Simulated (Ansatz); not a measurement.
Molecule (SMILES): [AsH2] (AsH2), doublet.
Atoms: As1, H2, H3. Bonds: As1-H2, As1-H3.

Basis-set convergence of the harmonic zero-point energy at HF with Ansatz (a first-principles code). Each level at its own minimum, finite differences of forces, unscaled; the reference is a large set that could be run, not a limit. All functions are spherical. The program fits the integrals of some runs and decomposes those of others, by size. Open shells are unrestricted. No added dispersion term, no relativity. Reference: the value in pcseg-3, 8.15 kcal/mol. Deviations are taken from unrounded values.

| basis | functions | harmonic zero-point energy (kcal/mol) |
|---|---|---|
| cc-pVDZ | 37 | 8.19 |
| aug-cc-pVDZ | 54 | 8.17 |
| pcseg-1 | 37 | 8.17 |
| aug-pcseg-1 | 54 | 8.18 |
| def2-SVP | 42 | 8.22 |
| def2-SVPD | 54 | 8.22 |
| def2-TZVP | 60 | 8.16 |
| def2-TZVPD | 72 | 8.17 |
| cc-pVTZ | 71 | 8.15 |
| aug-cc-pVTZ | 105 | 8.15 |
| pcseg-2 | 71 | 8.16 |
| aug-pcseg-2 | 105 | 8.15 |
| def2-TZVPP | 76 | 8.14 |
| def2-TZVPPD | 88 | 8.14 |

What the diffuse functions change, pair by pair:
- cc-pVDZ to aug-cc-pVDZ: 17 more functions, deviation 0.04 to 0.02 kcal/mol
- pcseg-1 to aug-pcseg-1: 17 more functions, deviation 0.02 to 0.03 kcal/mol
- def2-SVP to def2-SVPD: 12 more functions, deviation 0.08 to 0.07 kcal/mol
- def2-TZVP to def2-TZVPD: 12 more functions, deviation 0.01 to 0.02 kcal/mol
- cc-pVTZ to aug-cc-pVTZ: 34 more functions, deviation 0.00 to 0.00 kcal/mol
- pcseg-2 to aug-pcseg-2: 34 more functions, deviation 0.01 to 0.01 kcal/mol
- def2-TZVPP to def2-TZVPPD: 12 more functions, deviation -0.01 to 0.00 kcal/mol

They bring the value nearer the reference by more than 0.01 kcal/mol in 1 of 7 pairs.
